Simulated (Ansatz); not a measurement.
Species: [Ti(CH3)4] (charge 0, multiplicity 1), formula C₄H₁₂Ti.

Task: How many basis functions does frozen-core CCSD(T)/def2-TZVPP // BP86-D3(BJ)/def2-SVP (Ansatz, a first-principles code) use, how many core orbitals are frozen, and how many electrons are correlated?

Result: 356 basis functions and 9 frozen orbitals, which leaves 40 correlated electrons. Core time is of the order of hours.
